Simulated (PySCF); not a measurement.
C3H6FO3S (charge -1).
SMILES: `O([C@]([S@]([O-])=O)(F)C)C`

The closed-shell SCF was solved with PySCF and density fitting under several settings on one GFN2-xTB geometry (grid level 2 and gas phase unless stated).

```csv
settings,basis functions,SCF cycles,E (Eh),HOMO (eV),LUMO (eV)
PBE0/pcSseg-1,173,15,-840.9596,-0.58,5.73
"PBE0/IGLO-II, fitting basis def2-universal-jkfit",225,12,-841.1401,-0.59,5.71
PBE0/ANO-RCC-VDZP,146,15,-840.9236,-0.76,4.07
"B97-D/def2-SVP, fitting basis def2-universal-jkfit",146,14,-840.8893,1.11,5.54
HCTH407/ANO-RCC-VDZP,146,18,-841.4850,0.38,3.26
HSE06/pcSseg-1,173,17,-841.0165,-0.19,5.34
```

Task: Estimate the row for these settings: BLYP/pcseg-1, start guess vsap, energy threshold 1e-06 Eh.

Result: 
```json
{"settings": "BLYP/pcseg-1, start guess vsap, energy threshold 1e-06 Eh", "basis functions": "146", "SCF cycles": "13", "E (Eh)": "-841.4341", "HOMO (eV)": "0.90", "LUMO (eV)": "4.86"}
```

Task: Over all rows, what range does the HOMO–LUMO gap span?

Result: From 2.88 eV (HCTH407/ANO-RCC-VDZP) to 6.31 eV (PBE0/pcSseg-1). The functional of the narrowest has no exact exchange, that of the widest 25 % exact exchange.

Task: Compare two rows with the functional PBE0: PBE0/ANO-RCC-VDZP and PBE0/IGLO-II, fitting basis def2-universal-jkfit. Which energy is lower, and by how much?

Result: PBE0/IGLO-II, fitting basis def2-universal-jkfit (225 functions) lies 0.2165 Eh or 136 kcal/mol below PBE0/ANO-RCC-VDZP (146 functions).

B97-D ran without the empirical dispersion term, which would shift the total energy alone. Cycle counts include a coarse-grid stage where the run had one. ANO-RCC sets were contracted for a scalar-relativistic Hamiltonian, but ran non-relativistically here. The HOMO energy is positive at B97-D/def2-SVP, BLYP/pcseg-1 and HCTH407/ANO-RCC-VDZP; such an orbital is held in place by the finite basis.

The values belong to the conformer `[CH3:1][O:2][C@@:3]([CH3:4])([F:5])[S@@:6](=[O:7])[O-:8]`: C1–O2–C3–C4 158°, O2–C3–S6–O7 -66°.
